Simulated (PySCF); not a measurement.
A structure optimised at r2SCAN-D4/def2-SVP, used in a PySCF frequency run:

```xyz
10

Ga     0.0877     0.0831     0.1006
Cl    -1.9990     0.1782     0.6543
C      0.6344    -0.9143    -1.4624
C      1.9172    -1.0182    -1.8445
H     -0.1332    -1.4188    -2.0639
H      2.2171    -1.5881    -2.7339
H      2.7365    -0.5412    -1.2916
N      1.1647     0.9950     1.2190
H      0.8100     1.4984     2.0246
H      2.1709     1.0755     1.1317
```
Charge 0, spin multiplicity 1.

**Question.** Write its SMILES and formula.

**Answer.** C=[CH][Ga]([NH2])[Cl], C2H5ClGaN

**Question.** What are its rotational constants (standard atomic weights)?

**Answer.** 4.7546, 1.7461, 1.2771 GHz
